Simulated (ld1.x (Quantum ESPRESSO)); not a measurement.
## Configuration tests for mercury (TM)

- Element: Hg
- Generator: ld1.x (Quantum ESPRESSO) 7.5
- Type: norm-conserving Troullier–Martins (Kleinman–Bylander form)
- Functional: PBE
- Relativity: scalar-relativistic
- Frozen core: [Kr] 4d10 4f14 5s2
- Valence charge: 18
- Reference configuration: 5p6 5d9 6s0 6p0 (charge +3)
- Partial waves: 5p (bound): rc 1.80 bohr; 5d (bound): rc 1.85 bohr; 5f channel at -0.1 Ry: rc 1.75 bohr; 6s (bound, empty): rc 1.95 bohr
- Local potential: the s channel
- Core correction: none

Energies are relative to the spin-unpolarised reference configuration 5p6 5d9 6s0 6p0; without spin polarisation the order of configurations can differ from experiment. The frozen-core shift is the all-electron ΔE with the core orbitals held at their reference shape minus the fully relaxed ΔE.

```csv
valence configuration,charge,ΔE all-electron (eV),error AE − PS (meV),frozen-core shift (meV)
5p6 5d10 6s2 6p0,0,-65.189,+3.5,-7.5
5p6 5d10 6s1 6p0,+1,-54.501,-21,-2.5
5p6 5d10 6s0 6p0,+2,-35.526,-55,+4.2
5p6 5d10 6s1 6p1,0,-59.150,-566,n/a
5p6 5d9 6s2 6p1,0,-54.817,-700,-17
5p6 5d10 6s0 6p2,0,-52.613,-1442,-3.6
```

**Question.** What are ΔE and the potential's error for 5p5 5d10 6s2 6p0?

**Answer.** ΔE = 8.084 eV all-electron; the error (AE − PS) is -353 meV.

ld1.x printed “convergence not achieved” for 4 of the counted tests; their residual had stalled under 1e-8, short of the target of 1e-14. A variational frozen-core shift is positive and of second order in the change. This column holds negative values, so the frozen-core run of ld1.x carries numerical noise or an error of first order here, and the column gives no more than the rough size of the effect.
